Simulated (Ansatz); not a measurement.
Basis-set extrapolation for `[CH3][Al]1[CH2]S[S]1` (PBE0-D4/def2-TZVP geometry, frozen core, Ansatz). Multiplicity 1, RHF reference.

|  | def2-TZVPP | def2-QZVPP |
| --- | --- | --- |
| HF | -1115.729431 | -1115.762247 |
| MP2 correlation | -0.763556 | -0.823354 |
| CCSD(T) correlation | -0.855794 | not run |

Energies in hartree. Use E(X) = E(∞) + A·exp(−7.88·√X) for Hartree–Fock and E(X) = E(∞) + B·X^(−2.97) for correlation, with X = 3 and 4, and add CCSD(T) minus MP2 of the smaller set to the MP2 limit.

Q: What is the CCSD(T) energy at the basis-set limit?

A: HF limit: -1115.762247 + (-0.032816) × 0.13774 = -1115.76677. MP2 limit: -0.823354 + (-0.059798) × 0.74074 = -0.86765. Higher-order term: -0.855794 − (-0.763556) = -0.09224. Total: -1116.72666 hartree, 371.3 kJ/mol below CCSD(T)/def2-TZVPP.
